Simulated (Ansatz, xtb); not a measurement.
# ClGaGeH5N: which of two structures lies lower

We compare X, a singlet given by its coordinates, with Y, a singlet given by its coordinates. Both are isolated molecules in the gas phase, relaxed with PBE0-D3(BJ)/def2-SVP.

X (Å):

```xyz
9

Cl   -2.0022   -1.9927    2.3281
Ga   -1.3233   -1.8035    0.2758
Ge    1.1395   -0.5501    0.0150
N    -0.8262    0.0898    0.0527
H    -2.0161   -2.5262   -0.9067
H    -1.1320    0.5599   -0.7970
H    -1.0477    0.6798    0.8536
H     0.4125   -2.1032    0.4019
H     0.9339   -0.9232   -1.5249
```

Close contacts (Å): Cl1–Ga2 2.17, Ga2–Ge3 2.78, Ga2–N4 1.97, Ge3–N4 2.07, Ga2–H5 1.55, Ga2–H8 1.77, Ge3–H8 1.76, Ge3–H9 1.60, N4–H6 1.02, N4–H7 1.02.

Y (Å):

```xyz
9

Cl   -0.4039    1.9229   -1.1469
Ga    0.4254    0.7195    0.4485
Ge   -0.6729   -1.8342    0.5995
N     0.9698   -1.0031   -0.3431
H     1.3510    1.3111    1.5458
H    -1.5730   -1.3741   -0.6277
H    -0.8494   -0.2014    1.2466
H     1.8602   -1.4033   -0.0545
H     0.9168   -1.0178   -1.3607
```

Close contacts (Å): Cl1–Ga2 2.16, Ga2–Ge3 2.78, Ga2–N4 1.97, Ge3–N4 2.07, Ga2–H5 1.55, Ga2–H7 1.76, Ge3–H6 1.59, Ge3–H7 1.77, N4–H8 1.02, N4–H9 1.02.

Energies in hartree; the thermal terms are from PBE0-D3(BJ)/def2-SVP harmonic frequencies (ideal gas, rigid rotor, one conformer each, 298.15 K, 1 atm) and include the zero-point energy:

|  | X | Y |
| --- | --- | --- |
| E, CCSD(T)/def2-SVP | −4515.653199 | −4515.652464 |
| E, MP2/def2-SVP | −4515.604037 | −4515.603271 |
| E, MP2/def2-TZVPP | −4516.483718 | −4516.482621 |
| zero-point energy | 0.051446 | 0.051429 |
| H(298 K) − E | 0.059239 | 0.059219 |
| G(298 K) − E | 0.018649 | 0.018688 |

Q: Correct the CCSD(T) difference for the basis set by the MP2 change, then work out ΔE, ΔE₀, ΔH and ΔG for X → Y in kcal/mol (1 Eh = 627.51 kcal/mol) and the equilibrium ratio [Y]/[X].

A: 1. Differences Y − X: CCSD(T) +0.000735, MP2 in the small set +0.000766, MP2 in the large set +0.001097 Eh.
2. ΔE = +0.000735 + (+0.001097 − (+0.000766)) = +0.001066 Eh = +0.67 kcal/mol.
3. ΔE₀ = ΔE + ΔZPE = +0.001066 + (−0.000017) Eh = +0.66 kcal/mol.
4. ΔH = ΔE + (−0.000020) Eh = +0.66 kcal/mol.
5. ΔG = ΔE + (+0.000039) Eh = +0.69 kcal/mol, so ΔS = (ΔH − ΔG)/T = −0.5 J/(mol K).
6. kT = 0.9442 mEh, so K = [Y]/[X] = exp(−ΔG/kT) = exp(−1.17) ≈ 0.31.

The two are too close for this level to say which is favoured. An error of 1 kcal/mol in ΔG would change K by a factor of 5.4. Mirror images and further conformers aren't counted.

Other levels gave ΔE = +0.7 (PBE0-D3(BJ)/def2-SVP); +0.6 (HF/def2-SVP); +0.5 (MP2/def2-SVP); +0.5 (CCSD(T)/def2-SVP) kcal/mol. The correlated steps freeze 24 core orbitals; the filled d shell of Ga and Ge is correlated, in a basis made for valence electrons. Programs: Ansatz 0.2.0.
